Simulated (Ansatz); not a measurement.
Basis sets compared for [(OH)2Al]2O (Al₂O₅H₄). Charge 0, multiplicity 1. Geometry PBE0-D4/def2-SVP. Ansatz on 4 threads of Arm Neoverse V2 on a shared host; times are rough, and most runs start from earlier orbitals.

```csv
atom,x (Å),y (Å),z (Å)
Al1,0.816,1.328,-0.157
O2,0.535,2.618,-1.223
O3,2.125,1.443,0.914
O4,-0.147,-0.055,-0.116
Al5,-0.909,-1.533,0.200
O6,-0.739,-2.874,-0.821
O7,-1.925,-1.772,1.534
H8,-0.175,2.651,-1.865
H9,2.712,2.200,0.934
H10,-0.204,-2.888,-1.615
H11,-2.090,-1.120,2.215
```

B3LYP takes the VWN-RPA correlation.

Binding counts from free atoms (Al doublet, O triplet, H doublet) in the same basis, without a counterpoise term.

```csv
level,functions,energy (Eh),HOMO (eV),LUMO (eV),binding per atom (eV),wall time
HF/STO-3G,47,-849.7789,-7.67,10.00,2.91,0.15 s
HF/6-31G,79,-860.6249,-13.12,1.87,2.53,0.3 s
PBE-D4/def2-SVP,126,-862.6074,-6.71,-1.44,4.34,0.95 s
B3LYP-D4/6-31G,79,-863.5661,-8.17,-1.30,3.81,1.1 s
PBE0-D4/def2-SVP,126,-862.6549,-8.50,-0.63,4.21,1.4 s
```

Problem. Estimate the rows for PBE-D4/def2-TZVP (with forces), B3LYP-D4/def2-TZVP, PBE0-D4/def2-TZVP.

Solution. 
| level | functions | energy (Eh) | HOMO (eV) | LUMO (eV) | binding per atom (eV) | wall time |
| --- | --- | --- | --- | --- | --- | --- |
| PBE-D4/def2-TZVP (with forces) | 253 | -863.2711 | -7.18 | -1.74 | 4.38 | 2.6 s |
| B3LYP-D4/def2-TZVP | 253 | -864.0004 | -8.60 | -1.23 | 4.29 | 3.3 s |
| PBE0-D4/def2-TZVP | 253 | -863.3110 | -8.89 | -0.91 | 4.25 | 3.5 s |
